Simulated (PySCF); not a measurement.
B(Cl)(Me)(Vi), SMILES C=CB(C)Cl, B3LYP/def2-SVP optimised geometry.

```
11

B      0.47    -0.15     0.00
Cl     2.25    -0.15     0.00
C     -0.29    -1.52     0.00
H     -0.96    -1.59     0.88
H      0.37    -2.39     0.00
H     -0.95    -1.59    -0.88
C     -0.23     1.25     0.00
C     -1.57     1.41     0.00
H      0.39     2.15     0.00
H     -2.04     2.39     0.00
H     -2.25     0.55    -0.01
```

Density from B3LYP/def2-TZVP (PySCF) at that geometry.

Minimum of the electron density along straight lines between bonded atoms, close to the bond critical point (lines longer than 1.1 times the sum of covalent radii, or with two minima, are not listed):

```tsv
bond	length / Å	ρ at the minimum / e bohr⁻³	∇²ρ there / e bohr⁻⁵	position (fraction from the first atom)
B1–Cl2	1.783	0.140	0.01	0.30
B1–C3	1.571	0.193	-0.40	0.34
C3–H4	1.105	0.264	-0.86	0.64
C3–H5	1.099	0.272	-0.91	0.64
C3–H6	1.105	0.264	-0.86	0.64
B1–C7	1.556	0.195	-0.30	0.33
C7–C8	1.345	0.346	-1.06	0.49
C7–H9	1.097	0.277	-0.96	0.64
C8–H10	1.096	0.280	-0.99	0.65
C8–H11	1.096	0.280	-0.99	0.65
```
